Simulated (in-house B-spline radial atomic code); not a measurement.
# Ionising neutral thulium with different functionals

Computed with a radial B-spline atomic code at the basis-set limit: scalar-relativistic (spin-free X2C) Hamiltonian, Fermi nucleus of rms radius 5.2256 fm, spin-polarised at highest spin, spherical fractional occupations for the functionals, and exact exchange of hybrids averaged over the configuration. The ionisation energy is the difference of two self-consistent energies, [Xe] 4f13 6s2 → [Xe] 4f13 6s1, without Breit or QED terms; ε is the level of the shell that loses the electron (its least bound occupied spin orbital). There is no spin-orbit coupling in this Hamiltonian.

```tsv
method	rung	ΔSCF (eV)	-ε(6s) (eV)
PBE0	global hybrid	6.07	4.37
B3LYP	global hybrid	6.28	4.30
TPSSh	global hybrid	6.02	4.03
BHandHLYP	global hybrid	?	?
r2SCAN0	global hybrid	5.95	4.43
B97-1	global hybrid	6.33	4.21
HSE06	range-separated hybrid	6.09	4.06
wB97X	range-separated hybrid	6.37	6.06
CAM-B3LYP	range-separated hybrid	6.20	5.26
LC-wPBE	range-separated hybrid	?	?
```

(1) What does LC-wPBE give?

(2) What does BHandHLYP give?

(3) Among the functionals, which spreads more, the ΔSCF values or the orbital energies?

(4) How do they compare with the NIST value?

## Answers

(1) ΔSCF 5.88 eV, and -ε(6s) = 6.05 eV.

(2) ΔSCF 6.01 eV, and -ε(6s) = 4.78 eV.

(3) The orbital energies: ΔSCF values span about 0.49 eV and the orbital energies 2.03 eV; here energy differences depend much less on the functional than eigenvalues do.

(4) NIST lists 6.184 eV (measured, ground level to ground level). Errors run from -0.31 to +0.19 eV; CAM-B3LYP is closest (+0.01 eV), but part of that can be cancellation, since the calculations leave out spin-orbit coupling, Breit-QED terms, multiplet and fine-structure energies.
